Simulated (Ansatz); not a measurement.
`BC1=CC1` + `C=CNC` → `BN(C)C=C` + `C1=CC1` at 400 K and 1 bar (ligand exchange at a B–C bond).

Calculated with Ansatz (gas phase, PBE0-D4/def2-TZVP geometries, no zero-point term in ΔE). CCSD(T)/CBS adds triple-zeta CCSD(T) − MP2 to the extrapolated MP2 energy (def2 sets, frozen cores). This one scheme is used for every species. Each species was taken in one conformer, which may not be the lowest.

| species | CCSD(T)/CBS energy (Eh) | H − E (kJ/mol) | S (J/(mol·K)) |
| --- | --- | --- | --- |
| `BC1=CC1` | -141.85370 | 201.9 | 298.0 |
| `C=CNC` | -173.03872 | 281.2 | 321.8 |
| `BN(C)C=C` | -198.47223 | 319.0 | 341.5 |
| `C1=CC1` | -116.45901 | 164.9 | 259.5 |

H − E and S are ideal-gas, rigid-rotor, harmonic terms from PBE0-D4/def2-TZVP, for one conformer and one mirror image of each species. 1 Eh = 2625.50 kJ/mol, R = 8.31446 J/(mol·K).

Problem. By hand: ΔE, ΔH, ΔS and ΔG.

Solution. ΔE = (-198.47223) + (-116.45901) − (-141.85370) − (-173.03872) = -0.03882 Eh = -101.9 kJ/mol. Δ(H − E) = 319.0 + 164.9 − 201.9 − 281.2 = 0.8, so ΔH = -101.1 kJ/mol. ΔS = 341.5 + 259.5 − 298.0 − 321.8 = -18.8 J/(mol·K). ΔG = -101.1 − 400 × (-18.8)/1000 = -93.6 kJ/mol.

Problem. By hand: the equilibrium constant, and the temperature at which ΔG would vanish if ΔH and ΔS stayed fixed.

Solution. log₁₀ K = −ΔG/(RT ln 10) = 12.2. ΔG = 0 at ΔH/ΔS = 5378 K, far beyond where these terms or the molecules hold.

ΔH outweighs TΔS. A doubt of 5 kJ/mol in ΔE shifts log₁₀ K by 0.7 here. Other conformers and mirror images would add mixing entropy, several J/(mol·K) or more a flexible species. These are equilibria of isolated gas molecules and say nothing of rates. Largest T1 diagnostic: 0.013 (customary marks: 0.02 for closed shells, 0.045 for open ones).
